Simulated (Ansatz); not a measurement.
Frontier orbitals of CH7BSi2, SMILES `[SiH3]C1B[SiH2]1`.

The species carries charge 0 and has multiplicity 1. Geometry: relaxed with PBE0-D4/def2-TZVP. Basis def2-TZVPP, Ansatz.

```
 functional  HOMO (eV)  LUMO (eV)  gap (eV)
LDA (SPW92)      -5.92      -3.14      2.78
        PBE      -5.82      -2.91      2.91
     revPBE      -5.78      -2.81      2.97
       PBE0      -6.86      -1.96      4.90
      B3LYP      -6.65      -2.12      4.53
    LC-ωPBE      -9.42       0.30      9.72
    ωB97M-V      -8.93      -0.01      8.92
```

From PBE to PBE0 the HOMO moves by −1.03 eV and the LUMO by +0.95 eV, and with ωB97M-V by −3.11 and +2.90 eV, so the gap grows from 2.91 to 8.92 eV with exact exchange.

B3LYP here is the variant with VWN-RPA as its local correlation; programs differ in this. LC-ωPBE has ω = 0.4 bohr⁻¹.
